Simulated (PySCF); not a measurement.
Polarisability and C₆ of O (oxygen, neutral)

[He] 2s2 2p4, high-spin 3P determinant. Computed with PySCF 2.14 in ANO-RCC-VTZP (4s3p2d1f, 30 functions), with scalar relativity by spin-free X2C-1e. Coupled (time-dependent) response in atomic units; α is the mean over directions. The basis has no added diffuse functions, which lowers α and C₆.

| method | mean α (bohr³) | α xx, yy, zz | C₆ (like pair) | S(−4) |
| --- | --- | --- | --- | --- |
| UHF | 3.702 | 3.676, 3.753, 3.676 | 10.90 | 4.714 |
| PBE | 4.036 | 3.942, 4.224, 3.942 | 12.48 | 5.573 |
| PBE0 | 3.919 | 3.847, 4.062, 3.847 | 11.93 | 5.228 |
| LC-wPBE | 3.949 | 3.889, 4.071, 3.889 | 12.09 | 5.288 |
| M06-2X | 3.987 | 3.963, 4.034, 3.963 | 11.86 | 6.090 |

S(−4) is the Cauchy moment in α(ω) = α(0) + S(−4) ω² + …

Reference α: 5.3 ± 0.2 bohr³ (recommended; Schwerdtfeger and Nagle, table of static dipole polarizabilities (2023 update)). Published C₆: 15.60 (Chu and Dalgarno (2004); Tang, Norbeck and Certain (1976)).

α(iu) at M06-2X:

```csv
u (hartree),α(iu) (bohr³)
0,3.987
0.0500,3.972
0.100,3.927
0.200,3.766
0.300,3.541
0.500,3.036
0.750,2.458
1.00,1.988
1.50,1.327
2.00,0.9205
3.00,0.4991
5.00,0.2065
```

The components differ because the open shell of this determinant is not spherical; for a pure term their mean is the scalar polarisability.
